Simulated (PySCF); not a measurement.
**Mn¹²⁺ (manganese, charge +12) across methods**

[Ne] 3s2 3p1, 2P determinant. Computed with PySCF 2.14 in an uncontracted even-tempered set (19 s from 0.59 bohr⁻², ratio 2.5; 12 p from 0.76 bohr⁻², ratio 2.5; 5 d from 4.4 bohr⁻², ratio 2.7; 4 f from 6.6 bohr⁻², ratio 2.7), with the spin-free X2C one-electron Hamiltonian (Gaussian nucleus).

```
   method  E (hartree)  mean ε 3s α (eV)  mean ε 3s β (eV)  mean ε 3p α (eV)  Σ⟨r²⟩ (bohr²)   ⟨S²⟩
      UHF  -1096.95161           -375.33           -367.86           -341.84          2.467  0.753
BHandHLYP    -1097.585           -368.48           -363.24           -335.44          2.463  0.752
   revPBE    -1097.457           -360.55           -357.13           -328.04          2.459  0.751
     PBE0    -1097.330           -364.55           -360.30           -331.70          2.460  0.751
   r2SCAN    -1097.472           -361.56           -357.53           -329.01          2.464  0.752
      LDA    -1095.016           -360.38           -357.35           -327.56          2.461  0.751
      PBE    -1097.286           -360.57           -357.26           -328.00          2.459  0.751
```
